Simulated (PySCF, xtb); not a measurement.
H₅NSeSi, SMILES [Se]([SiH3])N. Other conformers were not sampled.

Harmonic wavenumbers (cm⁻¹) from GFN2-xTB in xtb at its own minimum, in rising order: 60, 106, 147, 369, 498, 513, 566, 736, 743, 779, 894, 946, 1488, 2289, 2298, 2305, 3333, 3359.

Task: What does PBE-D3(BJ)/def2-SVP (PySCF 2.14.0) give at its own minimum? (An estimate is asked for; the answer gives what the named calculation found.)

Result: 131, 157, 237, 379, 534, 563, 579, 852, 867, 890, 916, 1018, 1509, 2150, 2170, 2172, 3382, 3484. Paired by order, the mean absolute difference is 76 cm⁻¹ and the zero-point energies are 30.6 and 31.4 kcal/mol.
